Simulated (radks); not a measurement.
Valence configurations of W (all share [Xe]). Method: Dirac Kohn-Sham, PBE, spin-unpolarised, spherical densities, point nucleus; open shells fill j = l - 1/2 first; computed with a radial shooting solver on a logarithmic mesh with Libxc functionals. Energies are relative to 4f14 5d4 6s2; eigenvalues in eV.

valence               E (eV)  e(4f5/2)  e(4f7/2)  e(5d3/2)  e(5d5/2)  e(6p1/2)
4f14 5d4 6s2           0.000   -33.785   -31.548    -4.646         -         -
4f14 5d4 6s1.5 6p0.5   1.993   -34.463   -32.226    -5.249         -    -2.007
4f14 5d4 6p2           8.252   -36.309   -34.072    -6.847         -    -2.861
4f12 5d4 6s2 6p2      83.805   -60.749   -58.324   -12.999         -    -3.658
4f14 5d3 6s1 6p2       8.360   -38.856   -36.618    -8.366         -    -3.189
4f14 5d2 6s2 6p2       9.390   -41.698   -39.458   -10.056         -    -3.555
4f14 5d4 6s1 6p1       4.035   -35.104   -32.867    -5.810         -    -2.311
4f14 5d5 6s1           1.946   -31.936   -29.700    -3.507    -2.857         -
4f13.5 5d4 6p2.5      25.631   -42.773   -40.490    -8.891         -    -3.397
4f14 5d1 6s2 6p3      17.809   -46.389   -44.146   -13.211         -    -4.630

NIST lists [Xe] 4f14 5d4 6s2 as the ground configuration; this level of theory agrees among the configurations tried. The energies are those of spherical spin-averaged densities, not of single terms.
